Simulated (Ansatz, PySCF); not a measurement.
C₂H₄NO (SMILES CC([NH])=O), doublet, geometry from GFN2-xTB, with bond 1-2 at 2.4 times its length. Base run: CASSCF(3,4)/6-31G run with PySCF.

The PySCF input:
```python
from pyscf import gto, scf, mcscf
import numpy

mol = gto.M(
    atom='''
O     1.145838    2.603419    1.124079
C     0.073625    0.041557    0.016292
N     0.979090   -0.795378   -0.383075
C    -1.372666   -0.311122   -0.097466
H    -1.874393    0.428561   -0.717904
H    -1.472913   -1.299279   -0.534107
H    -1.826387   -0.287312    0.891157
H     1.951271   -0.528930   -0.293537
''',
    basis='6-31g',
    charge=0,
    spin=1,
    verbose=3,
)

mf = scf.ROHF(mol)
mf.kernel()
mc = mcscf.CASSCF(mf, 4, 3)
mc.fix_spin_(ss=0.75)
mc.kernel()
occ = numpy.linalg.eigvalsh(mc.fcisolver.make_rdm1(mc.ci, mc.ncas, mc.nelecas))[::-1]
ss = mc.fcisolver.spin_square(mc.ci, mc.ncas, mc.nelecas)[0]
print('natural occupations', occ.round(4), ' <S^2>', round(ss, 4))
```

Programs used: Ansatz (an electronic-structure program), PySCF; a row that names a program was run with it.

Each row names what was changed in the base input (with any setting that the change needs).

```
change                                                ΔE vs base (kcal/mol)                 natural occupations  <S^2> of the state
----------------------------------------------------  ---------------------  ----------------------------------  ------------------
base                                                                  0.000                 1.21 1.00 0.79 0.00                0.75
state_average = 2 states                                              0.108                                   -                   -
code = ansatz; correction = SC-NEVPT2, all electrons                 -215.7                                   -                   -
active space = 3 electrons, 3 orbitals                                0.168                      1.20 1.00 0.80                0.75
solver = newton                                                       0.000                 1.21 1.00 0.79 0.00                0.75
code = ansatz                                                         0.008                                   -                   -
active space = 7 electrons, 7 orbitals                               -44.15  1.98 1.91 1.21 1.00 0.79 0.09 0.02                0.75
fix_spin_ = off                                                       0.000                 1.21 1.00 0.79 0.00                0.75
correction = SC-NEVPT2                                               -215.7                 1.21 1.00 0.79 0.00                0.75
conv_tol = 1e-5                                                       0.006                 1.21 1.00 0.79 0.00                0.75
orbitals = fixed (CASCI); correction = SC-NEVPT2                     -220.7                 1.31 1.00 0.69 0.00                0.75
```

Active orbitals are taken around the Fermi level unless the row says otherwise; CASSCF can end in different local minima, and two programs can end on different orbitals. State-averaged rows give the lowest state.

Open shells are given as the SCF converged; they aren't shown to be the lowest states, and a large step between rows can be another state.
